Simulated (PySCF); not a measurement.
The scaffold BH2-X carries different groups X. Isolated molecules, 0 K electronic values unless said otherwise. One relaxed conformer stands for each flexible species; it need not be the lowest. Strings in code marks are SMILES.

All values below come from PySCF 2.14.0 with PBE-D3(BJ)/def2-TZVP // M06-2X/def2-TZVP. All candidates: neutral, multiplicity 1. Delta-SCF ions had no search for a lower state. Excitations are Tamm–Dancoff values on a coarser integration grid. The basis has no diffuse functions, so Rydberg states are missing or too high.

```
Property                                        Value
-------------------------------------------  --------
brightest of the four lowest singlets (TDA)   6.40 eV
vertical ionisation energy (Delta-SCF)       11.02 eV
LUMO                                         -2.27 eV
```

Say which member has these values.
A) `[BH2][GeH3]`
B) `BS`
C) `BBr`
D) `BO`

B, `BS`. The others give `BO`: 9.16 eV, 11.45 eV, -1.42 eV; `[BH2][GeH3]`: 5.36 eV, 10.44 eV, -3.42 eV; `BBr`: 6.20 eV, 10.57 eV, -3.00 eV
